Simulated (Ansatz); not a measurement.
Consider the formal hydrolysis of a B–C bond: `N=CB(O)Cl` + H₂O → `OB(O)Cl` + `C=N`.

Gas-phase electronic energies from Ansatz, PBE0-D4/def2-TZVP geometries. CBS: MP2 limit from def2 TZ/QZ plus the TZ coupled-cluster correction, frozen cores. This one scheme is used for every species. Functionals use def2-TZVPP. HSE06 is defined as in plane-wave codes. Each species was taken in one conformer, which may not be the lowest.

Q: Is it downhill or uphill in electronic energy at CCSD(T)/CBS, and by how much? (An estimate is asked.)

A: The calculation gave: Downhill: ΔE = -1.14 eV.

Q: What do these levels give: revPBE-D4, BLYP-D4, r2SCAN0-D4, HSE06-D4, revPBE, BLYP? (An estimate is asked.)

A: Computed: revPBE-D4 -1.08, BLYP-D4 -1.15, r2SCAN0-D4 -1.23, HSE06-D4 -1.16, revPBE -1.15, BLYP -1.22 eV.

Largest T1 diagnostic among the species: 0.013.

At CCSD(T), def2-SVP lies −0.22 eV from the extrapolated value and def2-TZVPP −0.04 eV. From PBE to PBE0 (25 % exact exchange), in def2-TZVPP and without D4, ΔE moves by −0.05 eV. The D4 term adds +0.05 eV with B3LYP and +0.03 eV with PBE0; it sums over pairs of atoms, weighted by their polarisabilities, and B3LYP, whose exchange is more repulsive, gets the larger term.

B3LYP here is the variant with VWN-RPA as its local correlation; programs differ in this.
